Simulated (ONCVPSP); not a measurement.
## What one change does to a pseudopotential (Zr, ONCV)

Zr, optimised norm-conserving Vanderbilt (ONCV), made with ONCVPSP 4.0.1 (PBE, scalar-relativistic). Core [Ar] 3d10 4s2, reference 4p6 4d2 5s1.75 5p0.25. Waves: 5s: rc 3.25 bohr, ncon 4, nbas 8, qcut 2 1/bohr, 2 projectors, debl 0.7 Ha; 4p+5p: rc 2.35 bohr, ncon 4, nbas 7, qcut 5.5 1/bohr, 3 projectors, debl 2.1 Ha; 4d: rc 2.00 bohr, ncon 4, nbas 9, qcut 4.4 1/bohr, 1 projector. Local part: polynomial inside 1.75 bohr (lpopt 5, dvloc0 0 Ha). Core correction: none.

Change: local potential polynomial inside 1.95 bohr (lpopt 5, dvloc0 1 Ha).

Cutoffs: the cutoffs (Ha) at which the residual kinetic energy of the hardest occupied pseudo-wave falls to 1 and 0.1 mHa per electron; they do not see the model core or the augmentation charge, which bear on the density cutoff. Errors are all-electron minus pseudo energies relative to the spin-unpolarised reference configuration.

**Question.** How do hardness, ghosts and transferability respond?

**Answer.** The potential gets neither clearly harder nor softer (27 Ha and 73 Ha → 27 Ha and 73 Ha); the bound ghost in s disappears; the lowest positive-energy flag moves from none to s at 3.0 eV; of the 4 tests that both files solve, the error grows in 0 and shrinks in 1 by more than 15 % and 0.3 meV (median size 2.4 → 2.3 meV). In the separable form a ghost depends on how the local part lies against the semilocal potential of the channel, so the choice of the local part can create or remove one.

| quantity | base | changed |
| --- | --- | --- |
| cutoff, loose | 27 Ha | 27 Ha |
| cutoff, tight | 73 Ha | 73 Ha |
| bound ghosts | s | none |
| GHOST(+) flags under 300 eV | none | s at 3.0 eV |
| error for 4p6 4d2 5s2 5p0, meV [ΔE -0.75 eV] | -0.1 | -0.1 |
| error for 4p6 4d2 5s1 5p0, meV [ΔE 6.39 eV] | -2.0 | -1.6 |
| error for 4p6 4d2 5s0 5p0, meV [ΔE 19.33 eV] | -2.8 | -2.9 |
| error for 4p6 4d3 5s1 5p0, meV [ΔE 0.45 eV] | -13 | -13 |
| s: phases at 3.30 bohr within 0.05 rad from the reference energy up to (Ha; the scan ends near 5) | n/a | n/a |
| p: phases at 2.39 bohr within 0.05 rad from the reference energy up to (Ha; the scan ends near 5) | to the end of the scan | to the end of the scan |
| d: phases at 2.03 bohr within 0.05 rad from the reference energy up to (Ha; the scan ends near 5) | 2.0 | 1.8 |

 A true bound ghost makes a file unfit for plane-wave use even where its test errors are small: the radial tests pick states by their node count and pass the ghost by.
